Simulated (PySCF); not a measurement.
Species: C4H12BP.
Bonds: C1–C2, C2–C3, C3–B4, B4–C5, B4–P6. Hydrogens: H7, H8, H9 on C1; H10, H11 on C2; H12, H13 on C3; H14, H15, H16 on C5; H17, H18 on P6.

Level: PBE0/pcSseg-1 and CAM-B3LYP/def2-SVPD in PySCF, non-relativistic, on one gas-phase PBE0-D3(BJ)/def2-SVP geometry that isn't relaxed in the solvent. The solvent is an IEF-PCM continuum (van der Waals radii × 1.2). Specific hydrogen bonds and non-electrostatic terms are outside this model.

Gas phase at PBE0/pcSseg-1: HOMO -7.05 eV, LUMO -0.86 eV, dipole 1.40 D.

Question: What does the continuum do to the energy, the frontier levels and the dipole at PBE0/pcSseg-1 in acetone and dimethylsulfoxide?

Answer: 
```tsv
solvent	ε	E(solvent) − E(gas) (kJ/mol)	polarisation term (kJ/mol)	distortion of the solute (kJ/mol)	HOMO (eV)	LUMO (eV)	dipole (D)
acetone	20.49	-8.04	-9.35	1.31	-7.07	-0.72	1.86
dimethylsulfoxide	46.83	-8.46	-9.92	1.46	-7.08	-0.71	1.89
```

Polarisation term: ½ Σ q·V over the induced surface charges. Distortion: the rise of the solute's own energy as its density leaves the gas-phase optimum. From acetone to dimethylsulfoxide the lowering changes by a factor 1.05, Onsager's factor (ε − 1)/(2ε + 1) by 1.04 and ε itself by 2.3.

Question: Which radius a makes the point-dipole formula ΔE = −[(ε − 1)/(2ε + 1)]·μ²/a³ give the value in dimethylsulfoxide, with the gas-phase dipole?

Answer: μ = 0.550 au and |ΔE| = 0.00322 Eh give a = 1.89 Å; the farthest nucleus lies 3.82 Å from the centroid of the nuclei, so such a sphere wouldn't even hold the nuclei. The formula assumes a rigid point dipole at the centre of a sphere.

Question: Which Mulliken charges (PBE0/pcSseg-1) respond most in acetone (means over atoms taken as equivalent)?

Answer: 
```json
{"atoms": "P6", "environment": "three-coordinate phosphorus", "gas (e)": "-0.125", "solvent (e)": "-0.196", "change": "-0.071"}
{"atoms": "B4", "environment": "three-coordinate boron", "gas (e)": "+0.292", "solvent (e)": "+0.318", "change": "+0.026"}
{"atoms": "H17/H18", "environment": "P–H hydrogen", "gas (e)": "+0.049", "solvent (e)": "+0.067", "change": "+0.018"}
{"atoms": "C5", "environment": "sp3 carbon bound to boron", "gas (e)": "-0.515", "solvent (e)": "-0.531", "change": "-0.016"}
{"atoms": "C1", "environment": "methyl carbon", "gas (e)": "-0.266", "solvent (e)": "-0.280", "change": "-0.014"}
{"atoms": "H14/H15/H16", "environment": "methyl hydrogen", "gas (e)": "+0.137", "solvent (e)": "+0.143", "change": "+0.006"}
{"atoms": "H12/H13", "environment": "methylene hydrogen", "gas (e)": "+0.138", "solvent (e)": "+0.145", "change": "+0.007"}
{"atoms": "C3", "environment": "sp3 carbon bound to boron", "gas (e)": "-0.459", "solvent (e)": "-0.464", "change": "-0.005"}
```

Question: Which Mayer bond orders change most in acetone?

Answer: 
| bond | length (Å) | gas | solvent | change |
| --- | --- | --- | --- | --- |
| B4–P6 | 1.907 | 1.147 | 1.119 | -0.028 |
| C3–B4 | 1.576 | 0.992 | 0.999 | +0.007 |
| B4–C5 | 1.571 | 1.060 | 1.064 | +0.004 |
| C3–H12 | 1.112 | 0.913 | 0.909 | -0.004 |
| P6–H18 | 1.423 | 0.938 | 0.942 | +0.004 |
| C5–H15 | 1.104 | 0.944 | 0.941 | -0.003 |
| P6–H17 | 1.423 | 0.932 | 0.935 | +0.003 |
| C5–H14 | 1.106 | 0.933 | 0.931 | -0.002 |

Gas phase at CAM-B3LYP/def2-SVPD: HOMO -8.31 eV, LUMO 0.25 eV, dipole 1.23 D.

Question: What does the continuum do to the energy, the frontier levels and the dipole at CAM-B3LYP/def2-SVPD in acetone?

Answer: 
```
solvent      ε  E(solvent) − E(gas) (kJ/mol)  polarisation term (kJ/mol)  distortion of the solute (kJ/mol)  HOMO (eV)  LUMO (eV)  dipole (D)
acetone  20.49                         -7.12                       -8.57                               1.45      -8.31       0.40        1.72
```

Question: How does the static polarisability (CAM-B3LYP/def2-SVPD, frozen core, with the continuum's full static response) change?

Answer: 
| medium | isotropic (au) | principal values (au) | ⟨r²⟩ of the electrons (bohr²) |
| --- | --- | --- | --- |
| gas | 92.7 | 75.9, 90.9, 111.4 | 1198.2 |
| acetone | 126.7 | 110.4, 125.5, 144.1 | 1199.1 |

The isotropic value in acetone is 1.37 times the gas-phase one; no cavity-field correction is applied. ⟨r²⟩ is taken about the centre of nuclear charge.

Time: 36 s of wall time; peak memory 0.97 GiB. Hardware: one thread of an Arm Neoverse N1, shared host. This is the whole shielding run at PBE0/pcSseg-1 in dimethylsulfoxide, SCF included.

The values belong to the conformer `[CH3:1][CH2:2][CH2:3][B:4]([CH3:5])[PH2:6]`: C1–C2–C3–B4 -176°, C2–C3–B4–C5 20°, H–P6–B4–C3 -138°, H–P6–B4–C3 -38°.
